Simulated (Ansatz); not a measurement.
Basis-set extrapolation for BFH4Si2, SMILES `FB1[SiH2][SiH2]1` (PBE0-D4/def2-TZVP geometry, frozen core, the Gaussian-basis code of Ansatz). Multiplicity 1, RHF reference.

```tsv
	def2-TZVPP	def2-QZVPP
HF	-704.347735	-704.370545
MP2 correlation	-0.586248	-0.634275
CCSD(T) correlation	-0.655412	not run
```

Energies in hartree. Use E(X) = E(∞) + A·exp(−7.88·√X) for Hartree–Fock and E(X) = E(∞) + B·X^(−2.97) for correlation, with X = 3 and 4, and add CCSD(T) minus MP2 of the smaller set to the MP2 limit.

What is the CCSD(T) energy at the basis-set limit?

HF limit: -704.370545 + (-0.022810) × 0.13774 = -704.37369. MP2 limit: -0.634275 + (-0.048027) × 0.74074 = -0.66985. Higher-order term: -0.655412 − (-0.586248) = -0.06916. Total: -705.11270 hartree, 68.7 kcal/mol below CCSD(T)/def2-TZVPP.
